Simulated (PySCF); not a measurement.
# Radial density of Zr⁺ (zirconium, charge +1)

r2SCAN0, [Kr] 4d1 5s1 5p1, one real determinant (an excited configuration). Computed with PySCF 2.14 in dyall-av2z (22s15p11d2f, 136 functions), with no relativity, point nucleus.

| r (bohr) | 4πr²ρ (e/bohr) | 4πr²(ρα − ρβ) |
| --- | --- | --- |
| 0.000599 | 0.1913 | 0.0000 |
| 0.00101 | 0.5239 | 0.0001 |
| 0.00169 | 1.403 | 0.0002 |
| 0.00285 | 3.619 | 0.0005 |
| 0.00480 | 8.766 | 0.0013 |
| 0.00807 | 19.11 | 0.0028 |
| 0.0136 | 34.96 | 0.0048 |
| 0.0228 | 48.27 | 0.0057 |
| 0.0384 | 46.01 | 0.0039 |
| 0.0646 | 43.48 | 0.0108 |
| 0.109 | 60.26 | 0.0370 |
| 0.183 | 44.87 | 0.0717 |
| 0.307 | 42.27 | 0.1660 |
| 0.517 | 32.54 | 0.0064 |
| 0.869 | 9.586 | 0.3193 |
| 1.46 | 6.717 | 0.5825 |
| 2.46 | 1.362 | 0.7862 |
| 4.14 | 0.5891 | 0.5868 |
| 6.96 | 0.03040 | 0.0304 |
| 11.7 | 0.0001685 | 0.0002 |

⟨L²⟩ = 8.03 against 12 for a pure F term, so this real determinant mixes terms. A non-relativistic calculation at this Z misses sizeable relativistic shifts.
